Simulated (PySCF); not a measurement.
C2H8Ti, SMILES [TiH2]([CH3])[CH3], multiplicity 1. Heavy atoms are numbered as in [TiH2:1]([CH3:2])[CH3:6]. Hydrogens are named by the atom that carries them.

The structure is a stationary point at B3LYP-D3(BJ)/def2-SVP. The spin state was assumed, not searched. The structure was generated by enumeration; whether it is a known compound was not checked.

All values below come from CAM-B3LYP/def2-TZVPD (PySCF).

Mulliken values depend strongly on the basis, most of all with diffuse functions as here. Atomic charges (e), one atom of each kind:

```tsv
atom	Mulliken	IAO
Ti1 (TiH2)	0.13	…
C2 (CH3)	-1.00	…
H on C2	0.30	…
H on Ti1	0.05	…
```

Task: Fill in the missing entries. (An estimate is asked for; the answer gives what the named calculation found.)

Result: 
- Ti1 (TiH2), IAO: 1.32
- C2 (CH3), IAO: -0.79
- H on C2, IAO: 0.15
- H on Ti1, IAO: -0.33
